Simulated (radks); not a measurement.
Problem. Nb, configuration [Kr] 4d4 5s1. Method: scalar-relativistic Kohn-Sham, BLYP, spin-polarised, spherical densities, finite nucleus; open shells are filled with parallel spins first (spin-orbit coupling, left out, can overturn this in heavy ions); Fermi nuclear charge, rms radius 4.324 fm; computed with a radial shooting solver on a logarithmic mesh with Libxc functionals. Some entries of the table are withheld. Estimate them.

orbital  occ.  eigenvalue (eV)  <1/r> (bohr^-1)  <r^2> (bohr^2)
1s up       1        -18811.02            42.40        0.001757
1s down     1        -18811.01            42.40        0.001757
2s up       1        -2630.724            9.526         0.02945
2s down     1        -2630.404            9.526         0.02944
2p up       3        -2349.263            9.273         0.02318
2p down     3        -2349.022            9.274         0.02318
3s up       1        -438.0794            3.252          0.2253
3s down     1        -437.8888            3.251          0.2253
3p up       3        -346.1208            3.090          0.2317
3p down     3        -345.9102            3.090          0.2316
3d up       5        -195.7292            2.854          0.2264
3d down     5        -195.4175            2.854          0.2262
4s up       1         -58.5330            1.170           1.530
4s down     1         -56.7084            1.179           1.514
4p up       3         -34.7337              (1)           1.964
4p down     3         -32.7067              (2)           1.945
5s up       1          -4.2642           0.3534           15.07
4d up       4          -3.4212           0.6302             (3)

Solution. 
(1) 4p up <1/r> (bohr^-1): 1.027
(2) 4p down <1/r> (bohr^-1): 1.035
(3) 4d up <r^2> (bohr^2): 6.048
